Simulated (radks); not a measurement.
Results of a calculation; reference values are marked as such.
Ionisation of the palladium ion Pd14+, [Ar] 3d10 4s2 4p2, to [Ar] 3d10 4s2 4p1 as the strength of local exchange is varied. Level of theory: scalar-relativistic Kohn-Sham, Slater X-alpha exchange (alpha = 2/3 is LDA exchange), no correlation, spin-polarised, spherical densities, finite nucleus; open shells are filled with parallel spins first (spin-orbit coupling, left out, can overturn this in heavy ions); Fermi nuclear charge, rms radius 4.5318 fm (a radial shooting solver on a logarithmic mesh with Libxc functionals).

alpha,E(Pd14+) (hartree),exchange (hartree),IE (eV),-e of the level emptied (eV),<r> of it (bohr)
0.552,-4946.63981,-102.65565,334.76,322.35 (4p),0.8868
0.613,-4958.01791,-114.21277,337.45,325.10 (4p),0.8832
0.622,-4959.69845,-115.92151,337.85,325.50 (4p),0.8827
0.667,-4968.10808,-124.47904,339.84,327.53 (4p),0.8801
0.69,-4972.41080,-128.86180,340.86,328.58 (4p),0.8787
0.708,-4975.78026,-132.29598,341.67,329.39 (4p),0.8777
0.938,-5018.99749,-176.50217,351.98,339.91 (4p),0.8647

NIST Atomic Spectra Database: 342 +/- 3 eV (theoretical). The Delta-SCF value meets it near alpha = 0.72. Open shells are spherical and high-spin; term and fine-structure splittings are not resolved.
